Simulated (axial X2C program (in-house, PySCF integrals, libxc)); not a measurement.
# What spin–orbit coupling does to NbH

Calculated with an in-house relativistic program for diatomic molecules. Spin-free means the one-electron spin-free X2C Hamiltonian; two-component (2c) means X2C with spin–orbit coupling and atomic mean-field two-electron Coulomb and Gaunt terms, so the difference of the two also holds small scalar two-electron terms. Basis: Nb dyall-cv3z [11s12p9d5f3g], H dyall-v3z [6s2p1d] (cores contracted in-house); Gaussian nuclei, density fitting, unrestricted open shells. Masses: Nb 92.906 u, H 1.008 u.

Spin-free state: M_S = 2, Λ = 2 (beyond evenly filled blocks: σα, π+α, π-α, δ+α); fragments Nb + H.

```csv
level,Re (Å),ωe (cm⁻¹),De (eV),μ (D)
PBE0,1.764,1714.0,2.520,-2.41
B97-3,1.780,1671.3,2.796,-2.29
```

Dipoles are positive if H is the positive end.

Two-component determinant lowest at the distance of the search:

Ω = 1 (⟨Sz⟩ = 2.00, ⟨Lz⟩ = -1.00 at PBE0); fragments Nb + H.

```
level  Re (Å)  ωe (cm⁻¹)  μ (D)
 PBE0   1.783     1707.7  -2.70
B97-3   1.788     1683.4  -2.59
```

Question: From the two tables, how do the constants change at the PBE0 level (2c against spin-free)?

Answer: At the PBE0 level Re increases by 0.019 Å and ωe falls by 6.3 cm⁻¹. The two determinants differ in configuration, so these shifts compare two states and are not the spin–orbit effect on one state.

The state is a single determinant with fixed occupations, the lowest that a limited PBE0 search found. De is counted from the lowest determinant-based energies of the atoms at the same level, without counterpoise correction. De is not given where an atomic determinant may have missed its ground term or J level, or where the truncated virtual space spoils (T). Density functionals use the spin component along the axis (collinear). PBE0 can misorder states that lie within some tenths of an eV, so this need not be the ground state of the molecule. The nearest other spin-free determinant of the search, M_S = 2, Λ = 1, lies 0.007 eV up at the distance of the search. Without a current term, density functionals place determinants with orbital angular momentum somewhat too high. With several unpaired electrons one determinant need not be a pure state. Open-shell Ω = 0 determinants with evenly filled partner blocks cannot be reached by this program, so the Ω shown need not be the lowest component.
